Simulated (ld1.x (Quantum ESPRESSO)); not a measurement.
Which change was made? (Li, ultrasoft)

```
Element                 : lithium (Li)
Generator               : ld1.x (Quantum ESPRESSO) 7.5
Type                    : ultrasoft
Functional              : PBE
Relativity              : scalar-relativistic
Frozen core             : none
Valence charge          : 3
Reference configuration : 1s2 2s0 2p1
Partial waves           : 1s (bound): rcut 0.90, rcutus 1.10 bohr; 2s (bound, empty): rcut 0.90, rcutus 1.10 bohr; 2p (bound): rcut 4.10, rcutus 4.40 bohr; 2p channel at 1.5 Ry: rcut 4.10, rcutus 4.40 bohr; 3d channel at 0.05 Ry: rcut 3.00, rcutus 3.95 bohr; 3d channel at 2.05 Ry: rcut 3.00, rcutus 3.95 bohr
Local potential         : all-electron potential smoothed inside 3.70 bohr (lloc = -1)
Core correction         : none
Augmentation charge     : PSQ, inside the norm-conserving radii
```

Cutoffs, loose and tight: the cutoffs (Ry, on a coarse ladder) from which the occupation-weighted sum of valence levels, in a spherical-Bessel basis at the reference potential, stays within 10 and 1 mRy of its value at 400 Ry. They do not see the model core or the augmentation charge, which bear on the density cutoff. Test errors are all-electron minus pseudo excitation energies from the reference, over the configurations 1s2 2s1 2p0; 1s2 2s0 2p0; 1s2 2s0.5 2p0; 1s1 2s1 2p0; variants that change the core or the reference have their own tests.

The base gives: outcome: generated; cutoff, loose: 40 Ry; cutoff, tight: 50 Ry; bound ghosts: none; largest test error (meV): 4 of 4 tests not solved or not reliable.

(1) After one change the result is: outcome: generated; cutoff, loose: 70 Ry; cutoff, tight: 90 Ry; bound ghosts: none; largest test error (meV): +66. Which change was it?
A. waves 1s (bound): rcut 0.90, rcutus 1.26 bohr; 2s (bound): rcut 0.90, rcutus 1.26 bohr
B. type RRKJ; waves now 1s (bound): rc 1.10 bohr; 2p (bound): rc 4.40 bohr; 3d channel at 0.05 Ry: rc 3.95 bohr; local potential the d channel
C. all radii scaled by about 0.75 (s 0.82, p 3.28, d 2.96 bohr, rcut 0.68/3.06/2.24); local potential all-electron potential smoothed inside 2.76 bohr (lloc = -1)

## Answers

(1) C. The others give: type RRKJ; waves now 1s (bound): rc 1.10 bohr; 2p (bound): rc 4.40 bohr; 3d channel at 0.05 Ry: rc 3.95 bohr; local potential the d channel → outcome: generated; cutoff, loose: 70 Ry; cutoff, tight: 90 Ry; bound ghosts: none; largest test error (meV): -545 | waves 1s (bound): rcut 0.90, rcutus 1.26 bohr; 2s (bound): rcut 0.90, rcutus 1.26 bohr → outcome: generated; cutoff, loose: 30 Ry; cutoff, tight: 40 Ry; bound ghosts: none; largest test error (meV): test run stopped at test 1 of 4 (negative rho).
